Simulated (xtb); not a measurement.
(S)-bromo-chloro-fluoromethane (CHBrClF), SMILES Cl[C@H](F)Br. All values are semi-empirical tight-binding results from xtb (GFN2-xTB unless named), good for trends rather than for accurate numbers. Coordinates come from a GFN2-xTB optimisation.

Optimised geometry:

```xyz
5

C     -0.5957    -0.4748    -0.3797
F     -0.8679    -1.5525     0.3609
Cl    -1.7900     0.7966    -0.0461
Br     1.2127     0.1150     0.0358
H     -0.6313    -0.7475    -1.4393
```
Charge 0, spin multiplicity 1.

```
Property                                        Value
--------------------------------------  -------------
orbital gap                                   4.73 eV
zero-point energy                       12.0 kcal/mol
G − E(el) at 298.15 K (modified RRHO)   -6.5 kcal/mol
static polarisability (D4 model)           49.8 bohr³
solvation energy, GFN2-xTB/ALPB(water)  -0.3 kcal/mol
solvation energy, GFN2-xTB/ALPB(thf)    -3.8 kcal/mol
```

### Question
Give the atomic charges and the Wiberg bond orders between heavy atoms. (The exact figures need the calculation; the answer reports its results.)

### Answer
charges (e) C1 0.27, F2 -0.17, Cl3 -0.12, Br4 -0.08, H5 0.10. Bond orders C1–F2 1.01, C1–Cl3 0.97, C1–Br4 0.96.
